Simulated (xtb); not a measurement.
C3H10OSi2, SMILES C=C[SiH2]CO[SiH3]. All values are semi-empirical tight-binding results from xtb (GFN2-xTB unless named), good for trends rather than for accurate numbers. Geometry: GFN2-xTB. The structure was generated by enumeration, and PubChem lists no compound with its InChIKey, so it may never have been made. The values are those of a single conformer.

Optimised geometry:

Bonds (Å): C1–C2 1.324, C1–H7 1.080, C1–H8 1.078, C2–Si3 1.882, C2–H9 1.085, Si3–C4 1.911, Si3–H10 1.469, Si3–H11 1.467, C4–O5 1.412, C4–H12 1.094, C4–H13 1.095, O5–Si6 1.617, Si6–H14 1.467, Si6–H15 1.468, Si6–H16 1.454. Bond angles (°): C2–C1–H7 122.6, C2–C1–H8 121.6, H7–C1–H8 115.7, C1–C2–Si3 125.5, C1–C2–H9 118.2, Si3–C2–H9 116.3, C2–Si3–C4 107.2, C2–Si3–H10 111.7, C2–Si3–H11 110.4, C4–Si3–H10 109.1, C4–Si3–H11 107.8, H10–Si3–H11 110.6, Si3–C4–O5 105.7, Si3–C4–H12 112.3, Si3–C4–H13 112.9, O5–C4–H12 109.6, O5–C4–H13 109.5, H12–C4–H13 106.8, C4–O5–Si6 129.2, O5–Si6–H14 111.4, O5–Si6–H15 111.3, O5–Si6–H16 99.0, H14–Si6–H15 107.7, H14–Si6–H16 113.7, H15–Si6–H16 113.5.
Charge 0, spin multiplicity 1.

```yaml
orbital_gap: 4.20 eV
dipole_moment: 0.89 D
zero_point_energy: 70.6 kcal/mol
G − E(el) at 298.15 K (modified RRHO): 48.2 kcal/mol
static polarisability (D4 model): 100.0 bohr³
solvation energy, GFN2-xTB/ALPB(water): 0.0 kcal/mol
solvation energy, GFN2-xTB/ALPB(octanol): -4.2 kcal/mol
```

Computed atomic charges and the Wiberg bond orders between heavy atoms:
charges (e) C1 -0.08, C2 -0.13, Si3 0.45, C4 -0.01, O5 -0.39, Si6 0.50, H7 0.04, H8 0.03, H9 0.05, H10 -0.09, H11 -0.07, H12 0.00, H13 0.00, H14 -0.11, H15 -0.11, H16 -0.10. Bond orders C1–C2 1.99, C2–Si3 0.93, Si3–C4 0.84, C4–O5 0.98, O5–Si6 1.17.
